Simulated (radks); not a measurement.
Hf2+, 70 electrons, occupied as [Xe] 4f14 5d1 6p1 (not the ground configuration). Calculated with a radial shooting solver on a logarithmic mesh with Libxc functionals: Dirac Kohn-Sham, BLYP, spin-unpolarised, spherical densities, finite nucleus; open shells fill j = l - 1/2 first; Fermi nuclear charge, rms radius 5.347 fm.

Spin-orbit splittings of the eigenvalues, e(l+1/2) - e(l-1/2), with zeta = 2 splitting/(2l+1) and mean radii in bohr:

shell  occ.  splitting (eV)  zeta (eV)  <r> j=l-1/2  <r> j=l+1/2
2p        6            1192      794.8      0.06612      0.07384
3p        6           255.5      170.3       0.1981       0.2125
3d       10           55.73      22.29       0.1863       0.1908
4p        6           58.50      39.00       0.4746       0.5075
4d       10               ?          ?       0.5286       0.5401
4f       14           1.747     0.4993       0.6685       0.6808
5p        6           7.918      5.279        1.257        1.362
5d        1          0.6351     0.2541        2.000        2.055
6p        1          0.9868     0.6579        3.457        3.677

Estimate the 4d splitting.

Answer. 10.71 eV (zeta = 4.284 eV).
